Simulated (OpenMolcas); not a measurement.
## Ionisation energies of arsenic

```yaml
Program: OpenMolcas 26.06
Basis: ANO-RCC-VDZP [5s4p2d]
Scalar_Hamiltonian: DKH2, point nucleus
Spin-orbit_coupling: RASSI with atomic mean-field integrals over the reference wave functions, term energies averaged over their components
```

Active shells in each charge state: the valence s, p shells, with orbitals averaged over the low states. Where CASPT2's correlated closed shells are named, they are those of the first ion.

A. CASSCF
B. SS-CASPT2, IPEA 0.25 Eh, imaginary shift 0.1 Eh (closed shells correlated: 3d)
C. SS-CASPT2, IPEA 0.25 Eh, imaginary shift 0.1 Eh (closed shells correlated: none)
D. SS-CASPT2, IPEA 0.25 Eh, imaginary shift 0.1 Eh (closed shells correlated: 3s 3p 3d)
E. SS-CASPT2, IPEA 0 Eh, imaginary shift 0.1 Eh (closed shells correlated: 3d)

Energies in eV between the lowest computed levels, named as in B; reference values from the NIST Atomic Spectra Database with their kind.

```csv
From,To,A,B,C,D,E,Spin-orbit share in B,Reference
As+ 4s² 4p² ³P₀,As2+ 4s² 4p ²P°_1/2,17.735,18.236,18.184,18.230,18.333,+0.004,18.589 (measured)
As2+ 4s² 4p ²P°_1/2,As3+ 4s² ¹S₀,27.242,27.749,27.704,27.743,27.837,+0.201,28.349 (measured)
As3+ 4s² ¹S₀,As4+ 4s ²S_1/2,48.839,48.939,48.864,48.933,48.939,+0.000,50.150 (measured)
As4+ 4s ²S_1/2,As5+ 3d¹⁰ ¹S₀,61.701,61.768,61.701,61.768,61.771,+0.000,62.770 (measured)
```

Steps that some method lacks are left out, and so are those with a state whose active s or d shell is doubly occupied in every root (s and p with five to eight electrons, d10) over a frozen core shell of the same l, since the two then mix freely.

Error against the reference values, in %:

```json
{"From": "As+", "Reference": "measured", "A": "-4.6", "B": "-1.9", "C": "-2.2", "D": "-1.9", "E": "-1.4"}
{"From": "As2+", "Reference": "measured", "A": "-3.9", "B": "-2.1", "C": "-2.3", "D": "-2.1", "E": "-1.8"}
{"From": "As3+", "Reference": "measured", "A": "-2.6", "B": "-2.4", "C": "-2.6", "D": "-2.4", "E": "-2.4"}
{"From": "As4+", "Reference": "measured", "A": "-1.7", "B": "-1.6", "C": "-1.7", "D": "-1.6", "E": "-1.6"}
```

Mean absolute error over the 4 measured values: A 1.09 eV, B 0.79 eV, C 0.85 eV, D 0.80 eV, E 0.74 eV.

° marks odd parity.
